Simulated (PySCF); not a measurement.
TiCl₃ (doublet state).
Bonds: Ti1–Cl2, Ti1–Cl3, Ti1–Cl4.

Computed, not measured: PySCF, PBE0-D3(BJ)/def2-SVP geometry optimisation, gas phase.

Q: Give the optimised bond lengths and angles.

A: 
```csv
bond,length (Å)
"Ti1–Cl2, Ti1–Cl3, Ti1–Cl4",2.185
```

Bonds in one row agree within 0.01 Å and their mean is given. A selection of angles:
```csv
angle,degrees
Cl2–Ti1–Cl3,119.6
```

Ti1 (titanium bonded to 3 Cl) is planar (angles 120.2°, 120.2° and 119.6°, sum 360.0°, 0.01 Å off the plane of its three neighbours). The 4 heavy atoms lie in one plane (0.003 Å rms). All 3 Cl–Ti bonds measure 2.185 to 2.186 Å.

Point group: D3h (tolerance 0.08 Å). PBE0-D3(BJ)/def2-SVP frequencies: not computed here. ⟨S²⟩ = 0.756 (exact for a doublet: 0.75).

Time: 32 s. Hardware: one thread, Arm Neoverse V1, no GPU, on a shared host. These figures are those of the optimisation.

Neither the SCF state along the optimisation nor the shape of the open-shell metal species was proved the lowest: other solutions of the same spin, or a structure of lower symmetry, can lie below.
